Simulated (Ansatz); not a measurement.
`C#[C][Hf]([F])([Cl])[Cl]` + `CC(C)[NH][Zr]([Cl])([Cl])[Cl]` → `CC(C)[NH][Hf]([F])([Cl])[Cl]` + `C#[C][Zr]([Cl])([Cl])[Cl]`  (redistribution)

Calculated with Ansatz (gas phase, PBE0-D4/def2-TZVP geometries, no zero-point term in ΔE). CCSD(T)/CBS is the MP2 limit (def2-TZVPP, def2-QZVPP) plus CCSD(T) − MP2 in def2-TZVPP, frozen cores. DFT in def2-TZVPP. B3LYP here is the variant with VWN-RPA as its local correlation; programs differ in this. def2 core potentials past Kr. For Hf, Zr outer-core shells are correlated without core-valence functions, which leaves a few kJ/mol of doubt a bond. Each species was taken in one conformer, which may not be the lowest.

**Question.** Is it downhill or uphill in electronic energy at CCSD(T)/CBS, and by how much? (An estimate is asked.)

**Answer.** The calculation gave: Uphill: ΔE = +11.6 kJ/mol.

**Question.** What do these levels give: LDA (SPW92), PBE-D4, revPBE-D4, r2SCAN-D4, B2PLYP, B3LYP, r2SCANh, CAM-B3LYP, LC-ωPBE, MP2/def2-TZVPP, SCS-MP2/def2-TZVPP, CCSD/def2-TZVPP? (Best estimate.)

**Answer.** Computed: LDA (SPW92) 8.4, PBE-D4 10.2, revPBE-D4 12.2, r2SCAN-D4 9.2, B2PLYP 9.2, B3LYP 7.5, r2SCANh 8.5, CAM-B3LYP 8.8, LC-ωPBE 10.7, MP2/def2-TZVPP 11.6, SCS-MP2/def2-TZVPP 10.9, CCSD/def2-TZVPP 10.3 kJ/mol.

Largest T1 diagnostic among the species: 0.016.

Leaving LDA and LC-ωPBE aside and taking each functional with its dispersion term where it has one, the values spread over 3.0 kJ/mol, from r2SCAN-D4 to revPBE-D4. At CCSD(T), def2-SVP lies −3.2 kJ/mol from the extrapolated value and def2-TZVPP −0.9 kJ/mol.
